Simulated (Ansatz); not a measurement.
Reaction (hydrogenolysis of the Si–C bond): `B[SiH](B)CF` + H₂ → `B[SiH2]B` + `CF`

Computed with Ansatz on PBE0-D4/def2-TZVP structures; ΔE is electronic, products minus reactants. CBS: MP2 limit from def2 TZ/QZ plus the TZ coupled-cluster correction, frozen cores. This one scheme is used for every species. Functionals use def2-TZVPP. Each species was taken in one conformer, which may not be the lowest.

| level | ΔE (kJ/mol) |
| --- | --- |
| B2PLYP | -48.7 |
| CCSD/CBS(def2) | -48.0 |

(1) What does CCSD(T)/CBS give? (An estimate is asked.)

Largest T1 diagnostic among the species: 0.015.

Results:

(1) The calculation gave: -43.5 kJ/mol. The listed levels differ from it by -5.2, -4.5 kJ/mol.

From PBE to PBE0 (25 % exact exchange), in def2-TZVPP and without D4, ΔE moves by −5.5 kJ/mol. In def2-TZVPP, CCSD(T) changes the Hartree–Fock value by +23.0 kJ/mol (the triples alone add +4.5 kJ/mol) and MP2 by +26.4 kJ/mol. The D4 term adds +9.4 kJ/mol with B3LYP and +5.3 kJ/mol with PBE0; it sums over pairs of atoms, weighted by their polarisabilities, and B3LYP, whose exchange is more repulsive, gets the larger term.

B3LYP here is the variant with VWN-RPA as its local correlation; programs differ in this.
